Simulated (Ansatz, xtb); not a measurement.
**C4H7FSeSi: which of two isomers lies lower**

We compare X, `FCC1=C[SiH2][Se]C1`, a singlet, with Y, `FC[C@@H]1C=C[Se][SiH2]1`, a singlet. Both are isolated molecules in the gas phase, relaxed with B3LYP-D3(BJ)/def2-SVP, each in the lowest conformer that the search found.

**Question.** Estimate which is lower in electronic energy at CCSD(T)/def2-SVP + ΔMP2/def2-TZVPP, and by roughly how much.

**Answer.** The CCSD(T)/def2-SVP + ΔMP2/def2-TZVPP calculation puts structure X lower, by 0.146 eV.

How the difference moves with the method:

```csv
level,geometry,E(Y) − E(X) (eV),departure from the last row (eV),"job, with rough time for the two"
GFN2-xTB,GFN2-xTB,+0.028,−0.118,"optimisation, 0.42 s"
HF/STO-3G,GFN2-xTB,+0.037,−0.108,"single point, 0.58 s"
r2SCAN-D4/def2-SVP,GFN2-xTB,+0.133,−0.012,"single point, 5.2 s"
B3LYP-D3(BJ)/def2-SVP,B3LYP-D3(BJ)/def2-SVP,+0.130,−0.016,"optimisation, 63 s"
HF/def2-SVP,B3LYP-D3(BJ)/def2-SVP,+0.220,+0.074,part of the CCSD(T) run
MP2/def2-SVP,B3LYP-D3(BJ)/def2-SVP,+0.129,−0.016,part of the CCSD(T) run
CCSD(T)/def2-SVP,B3LYP-D3(BJ)/def2-SVP,+0.125,−0.020,single point
CCSD(T)/def2-SVP + ΔMP2/def2-TZVPP,B3LYP-D3(BJ)/def2-SVP,+0.146,,"single point, 2.1 min"
```

As drawn, both hold the same kinds of bond in the same numbers.

None of the levels shown reverses the order. The largest departure from CCSD(T)/def2-SVP + ΔMP2/def2-TZVPP is that of GFN2-xTB, 0.118 eV. The last row adds to CCSD(T) the change of the MP2 difference between the two basis sets, here +0.020 eV.

With thermal terms from frequencies at re-optimised GFN2-xTB minima (ideal gas, soft modes damped towards free rotors, one conformer each, 298.15 K, 1 atm): the zero-point term adds +0.016 eV; ΔH is +0.155 and ΔG +0.176 eV.

The correlated steps freeze 19 core orbitals; the filled d shell of Se is correlated, in a basis made for valence electrons. Mirror images aren't counted in ΔG. Codes used: Ansatz 0.2.0, xtb 6.7.1; the last row on 4 threads of Arm Neoverse V1 on a shared host.
